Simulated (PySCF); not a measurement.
Isomers of C4H11NO3Si, mass 149.051 u with the commonest isotopes. Method used: PBE0/pcSseg-1 in PySCF (dipole) on a GFN2-xTB geometry, gas phase. One conformer each, none proved a minimum here; rigid rotors.

Question: Order these by rotational constant A, smallest first.
A. `[CH3:1][O:2][Si@@H:3]([NH2:4])[O:5][C@@H:6]([CH3:7])[CH:8]=[O:9]` with C1–O2–Si3–N4 59°, O2–Si3–N4–H -71° and 153°, O2–Si3–O5–C6 37°, Si3–O5–C6–C7 112°, O5–C6–C8–O9 -166°
B. `[CH3:1][N:2]([CH3:3])[Si@H:4]([OH:5])[O:6][CH2:7][CH:8]=[O:9]` with C1–N2–Si4–O5 160°, N2–Si4–O5–H -45°, N2–Si4–O6–C7 171°, Si4–O6–C7–C8 -168°, O6–C7–C8–O9 -178°
C. `[CH3:1][NH:2][Si@@H:3]([OH:4])[O:5][C@H:6]([CH3:7])[CH:8]=[O:9]` with C1–N2–Si3–O4 42°, N2–Si3–O4–H 180°, N2–Si3–O5–C6 151°, Si3–O5–C6–C7 161°, O5–C6–C8–O9 -8°
D. `[CH3:1][O:2][SiH:3]([O:4][CH3:5])[N:6]([CH3:7])[CH:8]=[O:9]` with C1–O2–Si3–O4 -176°, O2–Si3–O4–C5 54°, O2–Si3–N6–C7 119°, Si3–N6–C8–O9 2°

Answer: D (1690 MHz), A (2211 MHz), C (2563 MHz), B (2777 MHz).

Question: Order these by rotational constant C, largest first.
A. `[CH3:1][NH:2][Si@@H:3]([OH:4])[O:5][C@H:6]([CH3:7])[CH:8]=[O:9]` with C1–N2–Si3–O4 42°, N2–Si3–O4–H 180°, N2–Si3–O5–C6 151°, Si3–O5–C6–C7 161°, O5–C6–C8–O9 -8°
B. `[CH3:1][O:2][Si@@H:3]([NH2:4])[O:5][C@@H:6]([CH3:7])[CH:8]=[O:9]` with C1–O2–Si3–N4 59°, O2–Si3–N4–H -71° and 153°, O2–Si3–O5–C6 37°, Si3–O5–C6–C7 112°, O5–C6–C8–O9 -166°
C. `[CH3:1][O:2][SiH:3]([O:4][CH3:5])[N:6]([CH3:7])[CH:8]=[O:9]` with C1–O2–Si3–O4 -176°, O2–Si3–O4–C5 54°, O2–Si3–N6–C7 119°, Si3–N6–C8–O9 2°
D. `[CH3:1][N:2]([CH3:3])[Si@H:4]([OH:5])[O:6][CH2:7][CH:8]=[O:9]` with C1–N2–Si4–O5 160°, N2–Si4–O5–H -45°, N2–Si4–O6–C7 171°, Si4–O6–C7–C8 -168°, O6–C7–C8–O9 -178°

Answer: C (792.0 MHz), A (695.3 MHz), B (669.7 MHz), D (560.4 MHz).

Question: Order these by rotational constant B, smallest first.
A. `[CH3:1][N:2]([CH3:3])[Si@H:4]([OH:5])[O:6][CH2:7][CH:8]=[O:9]` with C1–N2–Si4–O5 160°, N2–Si4–O5–H -45°, N2–Si4–O6–C7 171°, Si4–O6–C7–C8 -168°, O6–C7–C8–O9 -178°
B. `[CH3:1][O:2][Si@@H:3]([NH2:4])[O:5][C@@H:6]([CH3:7])[CH:8]=[O:9]` with C1–O2–Si3–N4 59°, O2–Si3–N4–H -71° and 153°, O2–Si3–O5–C6 37°, Si3–O5–C6–C7 112°, O5–C6–C8–O9 -166°
C. `[CH3:1][NH:2][Si@@H:3]([OH:4])[O:5][C@H:6]([CH3:7])[CH:8]=[O:9]` with C1–N2–Si3–O4 42°, N2–Si3–O4–H 180°, N2–Si3–O5–C6 151°, Si3–O5–C6–C7 161°, O5–C6–C8–O9 -8°
D. `[CH3:1][O:2][SiH:3]([O:4][CH3:5])[N:6]([CH3:7])[CH:8]=[O:9]` with C1–O2–Si3–O4 -176°, O2–Si3–O4–C5 54°, O2–Si3–N6–C7 119°, Si3–N6–C8–O9 2°

Answer: A (659.7 MHz), B (732.1 MHz), C (853.0 MHz), D (1268 MHz).

```
                   SMILES  point group  Ia (u·Å²)  Ib (u·Å²)  Ic (u·Å²)      κ  μa (D)  μb (D)  μc (D)
       CO[SiH](OC)N(C)C=O           C1     299.02     398.42     638.08   0.06    1.42    1.49    0.76
      CN(C)[Si@H](O)OCC=O           C1     182.00     766.07     901.84  -0.91    3.08    0.38    0.67
 CN[Si@@H](O)O[C@H](C)C=O           C1     197.15     592.47     726.80  -0.83    3.02    1.58    0.30
CO[Si@@H](N)O[C@@H](C)C=O           C1     228.61     690.30     754.69  -0.92    4.22    1.14    0.93
```
